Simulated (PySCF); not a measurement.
The vertical singlet excitations below were computed for one of the candidates. Method: TDDFT CAM-B3LYP/def2-SVPD, vertical, gas phase, core orbitals frozen in the response (PySCF). Geometries: PBE0-D3(BJ)/def2-SVP, one conformer each.

| state | E (eV) | f | main configurations (H = HOMO, L = LUMO) |
| --- | --- | --- | --- |
| S1 | 5.93 | 0.0001 | H→L (88%) |
| S2 | 6.56 | 0.0044 | H→L+1 (42%), H→L+3 (30%), H→L+6 (8%) |
| S3 | 6.87 | 0.012 | H→L+3 (40%), H→L+2 (18%), H→L+1 (14%) |
| S4 | 6.92 | 0.078 | H→L+4 (90%) |
| S5 | 6.98 | 0.0065 | H→L+2 (37%), H→L+5 (28%), H→L+3 (13%) |
| S6 | 7.33 | 0.018 | H-1→L (80%) |
| S7 | 7.48 | 0.0061 | H→L+1 (28%), H→L+2 (24%), H→L+5 (12%) |
| S8 | 7.78 | 0.0031 | H→L+8 (55%), H→L+5 (17%) |
| S9 | 7.84 | 0.0080 | H-1→L+1 (32%), H-3→L (22%) |
| S10 | 7.86 | 0.0005 | H-2→L (49%), H→L+6 (9%) |

Problem. Which structure fits? All have the formula C5H14OSi2.
A. `CCC[Si]1(O[SiH3])CC1`
B. `[SiH3]C[SiH]1CCOCC1`
C. `CCC[C@@H]1C[SiH2]O[SiH2]1`

Solution. A. Its S1, at 5.93 eV, is the lowest among the candidates; the nearest of the others has S1 at 7.19 eV. S1 is HOMO→LUMO (88%). Löwdin shares by element: HOMO carbon 52% or more, silicon 23% or more, oxygen 8% (atoms not listed hold the other 17%); LUMO silicon 42%, oxygen 10%, hydrogen 6% or more (atoms not listed hold the other 42%). At the same level the other candidates give, for their lowest levels:
- `CCC[C@@H]1C[SiH2]O[SiH2]1`: 7.19 eV (f 0.003); 7.43 eV (f 0.005); 7.60 eV (f 0.002); 7.63 eV (f 0.010); 7.93 eV (f 0.022); T1 6.89 eV; HOMO -9.34, LUMO 1.05 eV
- `[SiH3]C[SiH]1CCOCC1`: 7.23 eV (f 0.015); 7.63 eV (f 0.052); 7.78 eV (f 0.001); 7.90 eV (f 0.006); 7.93 eV (f 0.037); T1 7.08 eV; HOMO -8.80, LUMO 1.13 eV

The values belong to the conformer `[CH3:1][CH2:2][CH2:3][Si:4]1([O:5][SiH3:6])[CH2:7][CH2:8]1`: C1–C2–C3–Si4 180°, C2–C3–Si4–O5 -179°, C3–Si4–O5–Si6 -175°.
Triplets come from the Tamm–Dancoff approximation.

Without π bonds the low states are Rydberg-like; a valence basis with one diffuse set may place them up to an eV too high.
